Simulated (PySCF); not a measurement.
Species: C6H10BBrF2.
Cartesian coordinates in Å at the PBE0-D3(BJ)/def2-SVP level; atoms count from 1:
```xyz
20
C6H10BBrF2 angstrom
F      3.4732    0.1519   -1.2052
B      3.2575    0.3647    0.0818
F      4.2937    0.8022    0.7799
C      1.8459    0.1738    0.7273
C      1.1310    1.5421    0.7171
C     -0.2610    1.4514    1.3292
C     -1.1172    0.3741    0.6834
Br    -1.6288    0.9237   -1.1425
C     -0.4085   -0.9700    0.6440
C      0.9843   -0.8852    0.0323
H      1.9935   -0.1123    1.7858
H      1.7267    2.2932    1.2598
H      1.0376    1.9006   -0.3229
H     -0.7738    2.4239    1.2812
H     -0.1729    1.1887    2.3997
H     -2.0846    0.2892    1.1950
H     -1.0286   -1.7096    0.1157
H     -0.3290   -1.3139    1.6924
H      1.4686   -1.8735    0.0827
H      0.8949   -0.6390   -1.0388
```

Method: PBE0-D3(BJ)/def2-SVP geometry optimisation, gas phase (PySCF).

Masses are those of the commonest isotopes; rigid-rotor values at the optimised geometry. The values belong to one conformer with, in the numbering `[F:1][B:2]([F:3])[C@H:4]1[CH2:5][CH2:6][C@@H:7]([Br:8])[CH2:9][CH2:10]1`, F1–B2–C4–C5 -93°, B2–C4–C5–C6 180°, C4–C5–C6–C7 -54°, C5–C6–C7–Br8 -71°, C6–C7–C9–C10 -52°.

**Question.** Give the principal moments of inertia and the rotational constants in MHz.

**Answer.** Ia = 277.69, Ib = 1123.54, Ic = 1177.23 u·Å²; 505379 MHz·u·Å²/I gives A = 1820, B = 449.8, C = 429.3 MHz.

**Question.** Classify the top.

**Answer.** A near-prolate asymmetric top: κ = (2 × 449.8 − 1820 − 429.3)/(1820 − 429.3) = -0.97.

**Question.** Is it planar, by Δ = Ic − Ia − Ib?

**Answer.** Not planar: Δ = Ic − Ia − Ib = -224.01 u·Å². For a rigid frame Δ = −2 Σ m c², so Σ m c² = 112.00 u·Å² lies off the ab plane: 25.63 from hydrogen and 86.37 from heavier atoms. The atom farthest from that plane is 2.36 Å away.

**Question.** Where do the levels up to J = 3 lie, in K?

**Answer.** Above 0(0,0), as E/k:
J = 1: 1(0,1) 0.042, 1(1,1) 0.108, 1(1,0) 0.109
J = 2: 2(0,2) 0.127, 2(1,2) 0.191, 2(1,1) 0.194, 2(2,1) 0.392, 2(2,0) 0.392
J = 3: 3(0,3) 0.253, 3(1,3) 0.316, 3(1,2) 0.322, 3(2,2) 0.518, 3(2,1) 0.518, 3(3,1) 0.849, 3(3,0) 0.849
The levels of one J sum to (2J + 1)J(J + 1)(A + B + C)/3.

**Question.** Predict some low-J microwave lines.

**Answer.** The dipole components are |μa| = 0.25 D, |μb| = 2.49 D, |μc| = 0.72 D. Intensities carry the squares of the components, which stand as 0.01 : 1.00 : 0.08 (a : b : c). Some lines, for components of 0.1 D or more:

```
type  branch         J(Ka,Kc)    MHz  lower level (cm⁻¹)
   b       Q  1(1,0) ← 1(0,1)   1391               0.029
   b       R  3(1,3) ← 2(0,2)   3956               0.088
   b       Q  4(2,3) ← 4(1,4)   4244               0.336
   a       R  5(2,4) ← 4(2,3)   4395               0.477
   b       Q  3(3,1) ← 3(2,2)   6902               0.360
   b       R  5(2,3) ← 4(1,4)   8647               0.336
   c       Q  5(4,2) ← 5(3,2)   9662               0.854
   b       Q  5(4,2) ← 5(3,3)   9662               0.854
   b       R  5(3,2) ← 4(2,3)  11299               0.477
   b       R  5(4,2) ← 4(3,1)  14058               0.708
```

**Question.** Estimate the classical rotational partition function at 10 K, 50 K and 100 K.

**Answer.** Point group C1, symmetry number σ = 1; q = (√π/σ)·√((kT/h)³/(ABC)), k/h = 20836.6 MHz/K: 8990 at 10 K, 101000 at 50 K, 284000 at 100 K.

Stationary, but not proved a minimum. No vibrational averaging or centrifugal distortion is included, and the geometry carries the error of its method. Quadrupole hyperfine structure (11B, 79Br) is left out.

The run took 6.7 min wall on one thread, Arm Neoverse V2 (aarch64), shared host with 64 logical CPUs at a one-minute load of 46, and the process peaked at 1.2 GiB of memory. This is the geometry optimisation.
